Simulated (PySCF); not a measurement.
SMILES CC[SiH](O)O, CAM-B3LYP/def2-SVP optimised geometry.

```
13

Si    -0.75     0.42     0.00
O      0.92     0.42     0.00
O     -1.39     1.96     0.00
C     -1.29    -0.38     1.59
C     -0.72    -1.78     1.81
H     -1.21    -0.30    -1.23
H      1.39     0.49    -0.84
H     -1.34     2.48    -0.81
H     -0.98     0.30     2.40
H     -2.39    -0.39     1.61
H     -1.04    -2.20     2.78
H      0.38    -1.76     1.80
H     -1.04    -2.48     1.03
```

Density from CAM-B3LYP/def2-TZVP in PySCF at that geometry.

Minimum of the electron density along straight lines between bonded atoms, close to the bond critical point (lines longer than 1.1 times the sum of covalent radii, or with two minima, are not listed):

| bond | length / Å | ρ at the minimum / e bohr⁻³ | ∇²ρ there / e bohr⁻⁵ | position (fraction from the first atom) |
|---|---|---|---|---|
| Si1–O2 | 1.662 | 0.134 | 0.76 | 0.41 |
| Si1–O3 | 1.660 | 0.135 | 0.75 | 0.41 |
| Si1–C4 | 1.856 | 0.132 | (withheld) | 0.39 |
| C4–C5 | 1.530 | (withheld) | (withheld) | 0.50 |
| Si1–H6 | 1.495 | 0.122 | 0.12 | 0.49 |
| O2–H7 | 0.961 | 0.354 | -2.40 | 0.81 |
| O3–H8 | 0.962 | 0.353 | -2.40 | 0.81 |
| C4–H9 | 1.103 | 0.268 | -0.88 | 0.64 |
| C4–H10 | 1.103 | 0.268 | -0.88 | 0.64 |
| C5–H11 | 1.101 | 0.273 | -0.92 | 0.64 |
| C5–H12 | 1.100 | 0.274 | -0.93 | 0.64 |
| C5–H13 | 1.102 | 0.272 | -0.92 | 0.64 |

Fill in the missing entries.


- Si1–C4, ∇²ρ there / e bohr⁻⁵: 0.15
- C4–C5, ρ at the minimum / e bohr⁻³: 0.241
- C4–C5, ∇²ρ there / e bohr⁻⁵: -0.58
